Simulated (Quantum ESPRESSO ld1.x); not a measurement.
Question: Coherent X-ray form factor from a spherical all-electron density. Calculated with ld1.x of Quantum ESPRESSO 7.5: scalar-relativistic Kohn-Sham, LDA (Slater exchange, Perdew-Wang correlation), spin-polarised, spherical densities, point nucleus.

| sin(theta)/lambda (1/angstrom) | f0 (electrons) |
|---|---|
| 0.05 | 12.850 |
| 0.1 | 12.426 |
| 0.15 | 11.799 |
| 0.2 | 11.060 |
| 0.25 | 10.295 |
| 0.3 | 9.566 |
| 0.4 | 8.331 |
| 0.5 | 7.376 |
| 0.6 | 6.583 |
| 0.8 | 5.182 |
| 1 | 3.973 |
| 1.25 | 2.853 |
| 1.5 | 2.151 |
| 2 | 1.500 |

The species is in the configuration that NIST lists as its ground one. Which atom or ion scatters so?

Answer: The chlorine ion Cl4+, [Ne] 3s2 3p1. Extrapolating in s^2 from the first two rows gives f0(0) = 13.0, near the electron count 13; among species with that count, the fall with angle is slower the higher Z, and the table is that of Z = 17; from so few rows the species is fixed only to a neighbour or two.
